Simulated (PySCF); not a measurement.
## C₆ coefficients of unlike pairs at UHF

Calculated with PySCF 2.14 from the dipole response of each species, C₆(A,B) = (3/π) ∫ α_A(iu) α_B(iu) du, in atomic units, from isotropic polarisabilities. For ions this is the dispersion term alone; charge-induced terms of lower order in 1/R come first.

```csv
species,configuration,basis,relativity,α (bohr³),C₆ (like pair)
Cd,[Kr] 4d10 5s2 (1S),def2-TZVPPD with the def2 core potential (28 electrons) (6s4p3d2f1g),core potential,61.91,582.2
Cu²⁺,[Ar] 3d9 (2D),aug-cc-pVDZ-DK (7s6p4d2f),spin-free X2C,2.411,6.415
Tc⁺,[Kr] 4d5 5s1 (7S),aug-cc-pVDZ-PP with ECP28MDF (5s5p4d2f),core potential,49.15,381.8
Rb,[Kr] 5s1 (2S),aug-cc-pVQZ-X2C (9s8p6d3f2g),spin-free X2C,481.8,8511
```

Estimate C₆ for Rb with Cd.

The integral gives 1804. The combination rule 2 C_A C_B / (C_A α_B/α_A + C_B α_A/α_B) gives 1762 and the geometric mean 2226.

No spin-orbit coupling is included.

The other pairs:

```tsv
pair	C₆
Rb, Tc⁺	1434
Tc⁺, Cd	470.0
Tc⁺, Cu²⁺	37.55
Cu²⁺, Cd	43.88
Rb, Cu²⁺	94.36
```
